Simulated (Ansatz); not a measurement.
```yaml
crystal:
  periodic: [false, false, false]
  atoms:
    - {symbol: C, position_ang: [-0.789621, 1.293494, 0.275448]}
    - {symbol: C, position_ang: [-0.477827, 0.049141, 1.109122]}
    - {symbol: Ge, position_ang: [1.418972, -0.516100, 0.783492]}
    - {symbol: C, position_ang: [1.125940, -1.235666, -1.053868]}
    - {symbol: H, position_ang: [-0.766089, 1.077806, -0.795601]}
    - {symbol: H, position_ang: [-1.781637, 1.693439, 0.504273]}
    - {symbol: H, position_ang: [-0.074846, 2.102698, 0.461914]}
    - {symbol: H, position_ang: [-1.163099, -0.763636, 0.845759]}
    - {symbol: H, position_ang: [-0.612723, 0.266400, 2.171848]}
    - {symbol: H, position_ang: [0.204505, -1.819518, -1.133672]}
    - {symbol: H, position_ang: [1.022501, -0.375236, -1.728079]}
    - {symbol: H, position_ang: [1.970924, -1.828124, -1.406634]}
basis:
  gaussian: {orbitals: cc-pVDZ}
total_charge: 1
magnetization: {spin_polarized: true, initial_magnetization: 2}
hamiltonian: {xc: {name: r2SCAN50}}
```

```sh
$ ansatz run in.yaml --threads 4 --pin off --events-out ev --progress --plain --max-ram 10444MiB
```

It prints (some lines left out):

```
Error: a molecule whose nuclei and cores have a total charge of 58 cannot have a net charge of 1 together with 2 unpaired electrons
```

(1) Something in this input is off. What?

Results:

(1) The number of unpaired electrons doesn't fit the electron count. The input was rejected before any iteration.
